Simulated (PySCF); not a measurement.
Computed IR spectrum (relative IR intensity) of a molecule CH₇FOSi₂. Geometry: PBE-D3(BJ)/def2-SVP. Other conformers were not sampled. All values below come from PBE-D3(BJ)/def2-SVP (PySCF). Frequencies are harmonic and unscaled.

Lines under 2 % of the strongest are left out, and lines within 2 cm⁻¹ are merged.

ν (cm⁻¹): 269 (vw), 332 (w), 697 (w), 707 (w), 752 (m), 814 (w), 870 (vs), 909 (w), 916 (vs), 964 (s), 1062 (vs), 1225 (w), 2152 (m), 2178 (m), 2188 (m), 2217 (m) (against the strongest line: vs over 80 %, s over 45 %, m over 15 %, w over 4 %, vw less)

### Question
Identify the compound among the candidates.
(A) OC[Si@H](F)[SiH3]
(B) O[C@@H]([SiH3])[SiH2]F
(C) C[Si@@H](F)O[SiH3]
(D) C[SiH2][Si@H](O)F

### Answer
C, C[Si@@H](F)O[SiH3]
